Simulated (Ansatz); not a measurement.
FHZn (SMILES [F][ZnH]) moved off its minimum; all values from Ansatz (a quantum-chemistry and plane-wave program), cores frozen in correlated methods.
(charge 0, multiplicity 1)
```xyz
3

Zn    -0.02341    -0.04710    -0.58343
H      0.09062     0.03523    -1.81476
F     -0.03575    -0.08012     1.38207
```

Forces at HF/def2-TZVPP (eV/Å):

| atom | Fx | Fy | Fz |
|---|---|---|---|
| Zn1 | -0.596 | -0.496 | 11.422 |
| H2 | 0.650 | 0.486 | -8.287 |
| F3 | -0.054 | 0.010 | -3.135 |

### Question
Give the forces (eV/Å), the total energy and the dipole at CCSD(T)/def2-TZVPPD.

### Answer

| atom | Fx | Fy | Fz |
|---|---|---|---|
| Zn1 | -0.493 | -0.421 | 10.269 |
| H2 | 0.550 | 0.414 | -7.247 |
| F3 | -0.057 | 0.007 | -3.022 |
Energy -1878.5961 hartree, dipole 3.36 D.
